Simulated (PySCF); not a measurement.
# Exercise with solution: refractive index and permittivity of the vapour

C₃H₈O₂Si, SMILES C=C[Si@@H](O)OC.

Geometry: PBE0-D3(BJ)/def2-SVP. The structure was generated by enumeration; whether it is a known compound was not checked. Other conformers were not sampled.

r2SCAN/def2-TZVP run with PySCF gives a mean static polarisability of 67.6 bohr³ and a dipole moment of 1.19 D. Take an ideal gas at 298.15 K and 0.01 bar, whether or not the substance is that volatile.

**Question.** Work out n − 1 in the optical limit and the static ε − 1.

**Answer.** 
Polarisability volume α' = 67.6 × 0.148185 = 10.02 Å³. Number density N = p/kT = 2.43e-7 Å⁻³.
Dilute limit of Lorentz–Lorenz: n − 1 = 2π N α' = 1.5e-5.
Orientation term of Debye: μ²/(3kT) = 8.098 Å³ × μ²(D²) = 11.47 Å³.
ε − 1 = 4π N (α' + μ²/3kT) = 6.6e-5. Orientation of the dipole supplies 53 % of the static response; it can't follow optical fields. Vibrational polarisation and dispersion are left out.
